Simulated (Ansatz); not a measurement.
Relaxation of AlH6N3 (10 atoms, charge 0, multiplicity 1), to a largest force component of 0.02 eV/Å in at most 40 steps.

Method: RKS BLYP/6-31G in Ansatz.

```xyz
10
Properties=species:S:1:pos:R:3
Al 0.000 0.000 0.000
N 0.000 0.000 1.920
H -0.877 -0.271 2.450
H 0.877 0.271 2.450
N 1.663 0.000 -0.960
H 2.129 -0.918 -1.212
H 2.114 0.918 -1.238
N -1.663 0.000 -0.960
H -2.332 -0.816 -0.861
H -1.912 0.816 -1.589
```

Where does it end, and by what steps?

It converged. Limits of this set-up: no polarisation functions. After 8 steps the energy has fallen by 1.055 eV; H6 moved furthest, 1.03 Å.

```tsv
step	energy less start (eV)	largest force component (eV/Å)	accepted
0	0.0000	1.749	yes
1	-0.5938	1.114	yes
2	-0.8040	0.677	yes
3	-0.8986	0.420	yes
4	-0.9857	0.269	yes
5	-1.0281	0.207	yes
6	-1.0521	0.040	yes
7	-1.0529	0.073	yes
8	-1.0554	0.006	yes
```

```xyz
10
Properties=species:S:1:pos:R:3
Al 0.001 0.001 -0.001
N -0.005 0.046 1.810
H -0.803 0.339 2.372
H 0.788 -0.218 2.393
N 1.564 0.125 -0.906
H 1.709 -0.228 -1.851
H 2.410 0.556 -0.534
N -1.559 -0.170 -0.905
H -2.401 -0.594 -0.517
H -1.705 0.144 -1.863
```

The run took 23 s on 1 thread of Arm Neoverse V1 (shared host), peak memory 0.11 GiB.
